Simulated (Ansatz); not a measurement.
```xyz
3

Mn    0.0000    0.0000    0.0000
O     0.0000    1.4864    0.6931
Cl    0.0000   -1.9576    0.9129
```

Basis set: pcseg-2 (spherical functions). Charge 0, multiplicity 5.

Computed with Ansatz (development build ahead of 0.2.0); each method stands on the lowest determinant of its kind that the runs found. Restricted functionals stand beside restricted open-shell atoms, which can lie above the unrestricted atoms usual in DFT and then raise those values.

The atomization energy at this shape (free ground-state atoms in the same class of orbitals less the molecule, no zero-point energy) of quintet MnClO:

| method | atomization energy |
| --- | --- |
| PBE (restricted open-shell) | 214.46 kcal/mol |

(1) What does PBE0 (unrestricted) give?

Results:

(1) 175.91 kcal/mol. Caution: other spin multiplicities were not run. Caution for PBE0 (unrestricted): the unrestricted determinant is spin contaminated. Caution for PBE (restricted open-shell): no unrestricted run beside it, a lower state can exist.

The shape needn't be a minimum at these levels.
